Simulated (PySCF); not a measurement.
H₂P (SMILES [PH2-]), charge -1, singlet, geometry from GFN2-xTB (in this run its highest filled SCF level lies above zero, so its values depend strongly on the basis, on diffuse functions most of all), with bond 3-1 at 2.0 times its length; B3LYP/cc-pVDZ in PySCF.

Here is a job for PySCF.
```python
from pyscf import gto, scf, dft

mol = gto.Mole()
mol.atom = '''
    P    -0.00149906    0.07431072    0.08210974
    H     0.97078349   -0.55479397   -0.60060040
    H    -1.89509600   -1.19404442   -1.34420114
'''
mol.basis = 'cc-pvdz'
mol.charge = -1
mol.verbose = 4
mol.build()

mf = dft.RKS(mol)
mf.xc = 'b3lyp'
mf.kernel()
```

What the program printed (banner, timings and long lists left out):

```
PySCF version 2.14.0

[INPUT] verbose = 4
[INPUT] num. atoms = 3
[INPUT] num. electrons = 18
[INPUT] charge = -1
[INPUT] spin (= nelec alpha-beta = 2S) = 0
[INPUT] symmetry False subgroup None
[INPUT] Mole.unit = angstrom
[INPUT] Symbol           X                Y                Z      unit          X                Y                Z       unit  Magmom
[INPUT]  1 P     -0.001499060000   0.074310720000   0.082109740000 AA   -0.002832812844   0.140426908919   0.155164920759 Bohr   0.0
[INPUT]  2 H      0.970783490000  -0.554793970000  -0.600600400000 AA    1.834514922349  -1.048408658860  -1.134970266304 Bohr   0.0
[INPUT]  3 H     -1.895096000000  -1.194044420000  -1.344201140000 AA   -3.581212419759  -2.256416934365  -2.540172010928 Bohr   0.0

nuclear repulsion = 9.03158101976402
number of shells = 11
number of NR pGTOs = 55
number of NR cGTOs = 28
basis = cc-pvdz
ecp = {}

******** <class 'pyscf.dft.rks.RKS'> ********
method = RKS
initial guess = minao
damping factor = 0
level_shift factor = 0
DIIS = <class 'pyscf.scf.diis.CDIIS'>
diis_start_cycle = 1
diis_space = 8
diis_damp = 0
SCF conv_tol = 1e-09
SCF conv_tol_grad = None
SCF max_cycles = 50
direct_scf = True
direct_scf_tol = 1e-13
XC library pyscf.dft.libxc version 7.1.2
    S. Lehtola, C. Steigemann, M. J. T. Oliveira, and M. A. L. Marques,  SoftwareX 7, 1–5 (2018)
XC functionals = b3lyp
    P. J. Stephens, F. J. Devlin, C. F. Chabalowski, and M. J. Frisch,  J. Phys. Chem. 98, 11623 (1994)
radial grids:
    Treutler-Ahlrichs [JCP 102, 346 (1995); DOI:10.1063/1.469408] (M4) radial grids

becke partition: Becke, JCP 88, 2547 (1988); DOI:10.1063/1.454033
pruning grids: <function nwchem_prune>
grids dens level: 3
symmetrized grids: False
atomic radii adjust function: <function treutler_atomic_radii_adjust>
small_rho_cutoff = 0
Set gradient conv threshold to 3.16228e-05
Initial guess from minao.
tot grids = 38800
init E= -342.228965750844
  HOMO = -0.202980433032644  LUMO = -0.156613916175114  gap/eV = 1.26170
cycle= 1 E= -342.393102669707  delta_E= -0.164  |g|= 0.305  |ddm|= 1.32
  HOMO = 0.13606574338808  LUMO = 0.175043631769428  gap/eV = 1.06064
cycle= 2 E= -342.340048417143  delta_E= 0.0531  |g|= 0.404  |ddm|= 1.19
  HOMO = 0.0496176429035877  LUMO = 0.12218311913255  gap/eV = 1.97461
cycle= 3 E= -342.44116442952  delta_E= -0.101  |g|= 0.0499  |ddm|= 0.776
  HOMO = 0.0469841092954715  LUMO = 0.114286500455199  gap/eV = 1.83139
cycle= 4 E= -342.441958695409  delta_E= -0.000794  |g|= 0.0372  |ddm|= 0.137
  HOMO = 0.0455788032317899  LUMO = 0.116269094068096  gap/eV = 1.92358
cycle= 5 E= -342.44289474206  delta_E= -0.000936  |g|= 0.00254  |ddm|= 0.0564
  HOMO = 0.0455138664807704  LUMO = 0.116502890058561  gap/eV = 1.93171
cycle= 6 E= -342.442898488991  delta_E= -3.75e-06  |g|= 0.000425  |ddm|= 0.00452
  HOMO = 0.0455074016023498  LUMO = 0.116476032409202  gap/eV = 1.93115
cycle= 7 E= -342.442898609285  delta_E= -1.2e-07  |g|= 5.18e-05  |ddm|= 0.000792
  HOMO = 0.0455041672439287  LUMO = 0.116471636718639  gap/eV = 1.93112
cycle= 8 E= -342.442898610306  delta_E= -1.02e-09  |g|= 2.09e-05  |ddm|= 9.58e-05
  HOMO = 0.0455024733990093  LUMO = 0.116471830007551  gap/eV = 1.93117
cycle= 9 E= -342.442898610588  delta_E= -2.82e-10  |g|= 2.22e-06  |ddm|= 3.44e-05
  HOMO = 0.0455026620422134  LUMO = 0.116471600814393  gap/eV = 1.93116
Extra cycle  E= -342.442898610584  delta_E= 4.32e-12  |g|= 3.28e-06  |ddm|= 8.23e-06
converged SCF energy = -342.442898610584
```
